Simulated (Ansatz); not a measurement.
Ga₄F₅⁺, relaxed as a singlet with RKS PBE0-D4/def2-SVP in Ansatz, starting from the GFN1-xTB geometry. Force threshold 0.03 eV/Å.

The structure comes from a short search, and lower isomers may exist.

Start:

```xyz
9

Ga    0.538   -1.434    1.664
Ga   -0.949   -1.389   -1.811
Ga   -1.639   -0.062    2.144
Ga    0.756    0.970   -0.528
F    -1.456   -1.394    0.351
F     2.038    2.003   -0.796
F     1.221   -0.752   -0.414
F     0.019    1.130    1.077
F    -0.528    0.927   -1.686
```

| step | energy (eV) | largest force component (eV/Å) | SCF passes |
| --- | --- | --- | --- |
| 1 | -223020.5285 | 1.925 | 17 |
| 2 | -223021.1423 | 0.748 | 20 |
| 3 | -223021.4613 | 0.471 | 21 |
| 4 | -223021.5719 | 0.443 | 20 |
| 5 | -223021.6556 | 0.316 | 20 |
| 6 | -223021.6873 | 0.305 | 20 |
| 7 (rejected) | -223021.6580 | 0.664 | 20 |
| 8 | -223021.7104 | 0.051 | 19 |
| 9 | -223021.7209 | 0.094 | 19 |
| 10 | -223021.7268 | 0.155 | 20 |
| 11 | -223021.7322 | 0.090 | 20 |
| 12 | -223021.7340 | 0.030 | 21 |
| 13 | -223021.7343 | 0.052 | 20 |
| 14 | -223021.7344 | 0.013 | 15 |

Force components are those of the run's own axes.

End:

```xyz
9

Ga    0.8456   -2.3327    1.0138
Ga   -1.7163   -1.2055   -1.6686
Ga   -1.8640    0.2937    1.9034
Ga    0.8419    0.9989   -0.3842
F    -1.0121   -1.2000    0.4618
F     1.9049    2.2594   -0.8703
F     1.6149   -0.5219    0.2734
F    -0.3533    1.3951    0.9409
F    -0.2617    0.3130   -1.6701
```

Bonds lost: Ga1–Ga3 (atoms count from 1). Bonds formed: Ga1–F7, Ga2–F9, Ga3–F8 (atoms count from 1).

No frequencies were taken in this run, so the end may be a saddle point.

Run time 2.8 min (4 threads of Arm Neoverse N1 on a shared host), peak host memory 0.84 GiB.
